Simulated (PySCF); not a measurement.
C₄H₇In, SMILES [InH]([CH]=C)[CH]=C.

Coordinates come from a PBE-D3(BJ)/def2-SVP optimisation. The structure was generated by enumeration; whether it is a known compound was not checked. The def2 effective core potentials stand for the cores of In; spin–orbit coupling is left out. One conformer was computed; it need not be the lowest.

Computed with PBE-D3(BJ)/def2-SVP run with PySCF 2.14.0.

Frequencies are harmonic and unscaled.

```json
[
 {"mode": "1", "ν (cm⁻¹)": "43", "IR (km/mol)": "0.0", "moving atoms (share of kinetic energy)": "C 60 %, H 27 %, In 13 %"},
 {"mode": "2", "ν (cm⁻¹)": "58", "IR (km/mol)": "0.6", "moving atoms (share of kinetic energy)": "C 56 %, In 24 %, H 20 %"},
 {"mode": "3", "ν (cm⁻¹)": "86", "IR (km/mol)": "0.0", "moving atoms (share of kinetic energy)": "C 59 %, H 41 %"},
 {"mode": "4", "ν (cm⁻¹)": "205", "IR (km/mol)": "0.1", "moving atoms (share of kinetic energy)": "C 54 %, H 34 %, In 11 %"},
 {"mode": "5", "ν (cm⁻¹)": "256", "IR (km/mol)": "4.3", "moving atoms (share of kinetic energy)": "C 81 %, H 19 %"},
 {"mode": "6", "ν (cm⁻¹)": "359", "IR (km/mol)": "11.9", "moving atoms (share of kinetic energy)": "H 99 %"},
 {"mode": "7", "ν (cm⁻¹)": "387", "IR (km/mol)": "0.0", "moving atoms (share of kinetic energy)": "H 78 %, C 22 %"},
 {"mode": "8", "ν (cm⁻¹)": "418", "IR (km/mol)": "192.2", "moving atoms (share of kinetic energy)": "H 58 %, C 25 %, In 17 %"},
 {"mode": "9", "ν (cm⁻¹)": "469", "IR (km/mol)": "82.4", "moving atoms (share of kinetic energy)": "H 65 %, C 31 %"},
 {"mode": "10", "ν (cm⁻¹)": "478", "IR (km/mol)": "27.0", "moving atoms (share of kinetic energy)": "C 70 %, H 22 %"},
 {"mode": "11", "ν (cm⁻¹)": "537", "IR (km/mol)": "4.6", "moving atoms (share of kinetic energy)": "H 50 %, C 47 %"},
 {"mode": "12", "ν (cm⁻¹)": "946", "IR (km/mol)": "0.0", "moving atoms (share of kinetic energy)": "H 72 %, C 28 %"},
 {"mode": "13", "ν (cm⁻¹)": "946", "IR (km/mol)": "56.1", "moving atoms (share of kinetic energy)": "H 72 %, C 28 %"},
 {"mode": "14", "ν (cm⁻¹)": "953", "IR (km/mol)": "7.0", "moving atoms (share of kinetic energy)": "H 89 %, C 11 %"},
 {"mode": "15", "ν (cm⁻¹)": "959", "IR (km/mol)": "14.2", "moving atoms (share of kinetic energy)": "H 88 %, C 12 %"},
 {"mode": "16", "ν (cm⁻¹)": "1011", "IR (km/mol)": "0.0", "moving atoms (share of kinetic energy)": "H 93 %"},
 {"mode": "17", "ν (cm⁻¹)": "1014", "IR (km/mol)": "23.1", "moving atoms (share of kinetic energy)": "H 94 %"},
 {"mode": "18", "ν (cm⁻¹)": "1203", "IR (km/mol)": "11.8", "moving atoms (share of kinetic energy)": "H 72 %, C 28 %"},
 {"mode": "19", "ν (cm⁻¹)": "1209", "IR (km/mol)": "17.8", "moving atoms (share of kinetic energy)": "H 73 %, C 27 %"},
 {"mode": "20", "ν (cm⁻¹)": "1365", "IR (km/mol)": "14.8", "moving atoms (share of kinetic energy)": "H 83 %, C 17 %"},
 {"mode": "21", "ν (cm⁻¹)": "1367", "IR (km/mol)": "5.8", "moving atoms (share of kinetic energy)": "H 83 %, C 17 %"},
 {"mode": "22", "ν (cm⁻¹)": "1593", "IR (km/mol)": "6.7", "moving atoms (share of kinetic energy)": "C 82 %, H 18 %"},
 {"mode": "23", "ν (cm⁻¹)": "1594", "IR (km/mol)": "26.6", "moving atoms (share of kinetic energy)": "C 84 %, H 16 %"},
 {"mode": "24", "ν (cm⁻¹)": "1695", "IR (km/mol)": "181.4", "moving atoms (share of kinetic energy)": "H 98 %"},
 {"mode": "25", "ν (cm⁻¹)": "3021", "IR (km/mol)": "3.5", "moving atoms (share of kinetic energy)": "H 95 %"},
 {"mode": "26", "ν (cm⁻¹)": "3021", "IR (km/mol)": "61.8", "moving atoms (share of kinetic energy)": "H 95 %"},
 {"mode": "27", "ν (cm⁻¹)": "3062", "IR (km/mol)": "14.8", "moving atoms (share of kinetic energy)": "H 92 %, C 8 %"},
 {"mode": "28", "ν (cm⁻¹)": "3063", "IR (km/mol)": "13.9", "moving atoms (share of kinetic energy)": "H 92 %, C 8 %"},
 {"mode": "29", "ν (cm⁻¹)": "3111", "IR (km/mol)": "21.1", "moving atoms (share of kinetic energy)": "H 90 %, C 10 %"},
 {"mode": "30", "ν (cm⁻¹)": "3111", "IR (km/mol)": "7.8", "moving atoms (share of kinetic energy)": "H 90 %, C 10 %"}
]
```
